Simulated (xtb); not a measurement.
propylene glycol (C₃H₈O₂), singlet, at a GFN2-xTB geometry; xtb with GFN2-xTB.

Here is a job for xtb.
```
$ xtb mol.xyz --gfn 2 --ohess --json

# file mol.xyz
13

C      1.83324331     0.13638099     0.35090210
C      0.42691443     0.30654220    -0.21207806
O     -0.28124422     1.34971891     0.43155499
C     -0.38814764    -0.99223231    -0.10847029
O     -1.67642873    -0.82208827    -0.63781928
H      2.36667096     1.08275455     0.30757844
H      1.78849069    -0.19345144     1.38820166
H      2.38133734    -0.60316406    -0.22521041
H      0.47213216     0.61355869    -1.26229834
H     -0.25594914     1.19385292     1.38370519
H      0.09000513    -1.79465989    -0.67338889
H     -0.44945832    -1.29548663     0.95090902
H     -1.96390590     0.07140544    -0.40150486
```

What the program printed (banner, timings and long lists left out):

```
   ID    Z sym.   atoms
    1    6 C      1, 2, 4
    2    8 O      3, 5
    3    1 H      6-13

           -------------------------------------------------
          |                Calculation Setup                |
           -------------------------------------------------

           -------------------------------------------------
          |                 G F N 2 - x T B                 |
           -------------------------------------------------

          ...................................................
          :                      SETUP                      :
          :.................................................:
          :  # basis functions                  28          :
          :  # atomic orbitals                  28          :
          :  # shells                           18          :
          :  # electrons                        32          :
          :  max. iterations                   250          :
          :  Hamiltonian                  GFN2-xTB          :
          :  restarted?                      false          :
          :  GBSA solvation                  false          :
          :  PC potential                    false          :
          :  electronic temp.          300.0000000     K    :
          :  accuracy                    1.0000000          :
          :  -> integral cutoff          0.2500000E+02      :
          :  -> integral neglect         0.1000000E-07      :
          :  -> SCF convergence          0.1000000E-05 Eh   :
          :  -> wf. convergence          0.1000000E-03 e    :
          :  Broyden damping             0.4000000          :
          :  net charge                          0          :
          :  unpaired electrons                  0          :
          ...................................................

 iter      E             dE          RMSdq      gap      omega  full diag
   1    -18.7698016 -0.187698E+02  0.394E+00   12.10       0.0  T
   2    -18.7938761 -0.240745E-01  0.215E+00   11.78       1.0  T
   3    -18.7944345 -0.558450E-03  0.739E-01   11.83       1.0  T
   4    -18.7947571 -0.322591E-03  0.130E-01   11.80       1.0  T
   5    -18.7947926 -0.354637E-04  0.685E-02   11.82       1.0  T
   6    -18.7947947 -0.205973E-05  0.142E-02   11.83       1.9  T
   7    -18.7947951 -0.405330E-06  0.649E-03   11.83       4.3  T
   8    -18.7947951 -0.384393E-07  0.193E-03   11.83      14.4  T
   9    -18.7947951 -0.267673E-08  0.335E-04   11.83      82.9  T
[...]
         :: total energy             -18.622440078249 Eh    ::
 * total energy  :   -18.6224401 Eh     change       -0.2818368E-10 Eh
   *** GEOMETRY OPTIMIZATION CONVERGED AFTER 1 ITERATIONS ***
         :: total energy             -18.622440078277 Eh    ::
[...]
          :.................................................:

    mode    ω/cm⁻¹     T·S(HO)/kcal·mol⁻¹    T·S(FR)/kcal·mol⁻¹   T·S(vib)
   ------------------------------------------------------------------------
       1    105.23    -1.00032 ( 95.15%)    -0.83574 (  4.85%)    -0.99234
       2    202.99    -0.62786 ( 99.63%)    -0.64128 (  0.37%)    -0.62791
       3    237.50    -0.54309 ( 99.80%)    -0.59480 (  0.20%)    -0.54319
   ------------------------------------------------------------------------

   temp. (K)  partition function   enthalpy   heat capacity  entropy
                                   cal/mol     cal/K/mol   cal/K/mol   J/K/mol
 298.15  VIB   13.5                 2270.125     16.521     12.757
         ROT  0.937E+05              888.752      2.981     25.731
         INT  0.126E+07             3158.877     19.502     38.488
         TR   0.642E+27             1481.254      4.968     38.886
         TOT                        4640.1313    24.4699    77.3741   323.7332

       T/K    H(0)-H(T)+PV         H(T)/Eh          T*S/Eh         G(T)/Eh
   ------------------------------------------------------------------------
    298.15    0.739452E-02    0.117212E+00    0.367629E-01    0.804491E-01
   ------------------------------------------------------------------------

         :::::::::::::::::::::::::::::::::::::::::::::::::::::
         ::                  THERMODYNAMIC                  ::
         :::::::::::::::::::::::::::::::::::::::::::::::::::::
         :: total free energy         -18.541990980872 Eh   ::
         ::.................................................::
         :: total energy              -18.622440078277 Eh   ::
         :: zero point energy           0.109817505319 Eh   ::
         :: G(RRHO) w/o ZPVE           -0.029368407914 Eh   ::
         :: G(RRHO) contrib.            0.080449097405 Eh   ::
         :::::::::::::::::::::::::::::::::::::::::::::::::::::

optimized geometry written to: xtbopt.xyz

           -------------------------------------------------
          | TOTAL ENERGY              -18.622440078277 Eh   |
          | TOTAL ENTHALPY            -18.505228053028 Eh   |
          | TOTAL FREE ENERGY         -18.541990980872 Eh   |
          | GRADIENT NORM               0.000079474012 Eh/α |
          | HOMO-LUMO GAP              11.831852672087 eV   |
           -------------------------------------------------

normal termination of xtb
```
